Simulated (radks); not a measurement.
Q: The table gives one normalised radial function P(r) = r R(r) of As+ in [Ar] 3d10 4s2 4p2 (r in bohr). All-electron calculation, scalar-relativistic Kohn-Sham, BLYP, spin-polarised, spherical densities, finite nucleus; open shells are filled with parallel spins first; Fermi nuclear charge, rms radius 4.0968 fm. Program: a radial shooting solver on a logarithmic mesh with Libxc functionals.

r	P
0.003	0.0000
0.003937	0.0000
0.005168	0.0001
0.006784	0.0002
0.008904	0.0004
0.01169	0.0008
0.01534	0.0017
0.02014	0.0035
0.02643	0.0074
0.03469	0.0153
0.04554	0.0308
0.05977	0.0601
0.07846	0.1130
0.103	0.2027
0.1352	0.3425
0.1774	0.5384
0.2329	0.7762
0.3057	1.0110
0.4012	1.1724
0.5267	1.1930
0.6913	1.0556
0.9074	0.8070
1.191	0.5254
1.563	0.2833
2.052	0.1210
2.693	0.0385
3.535	0.0084
4.64	0.0011
6.091	0.0001
7.995	0.0000

Which n and l does it have? It may be an empty orbital.

A: n = 3, l = 2: the number of nodes gives n - l - 1 = 0, the rise at small r (about r^(l+1)) gives l, and the extent must fit the shell. The curve is that of 3d down; the table hardly tells the two spins apart. 3d down: eigenvalue -49.983 eV, 0 radial nodes, <r> = 0.676 bohr, 90 % of the charge inside 1.13 bohr.
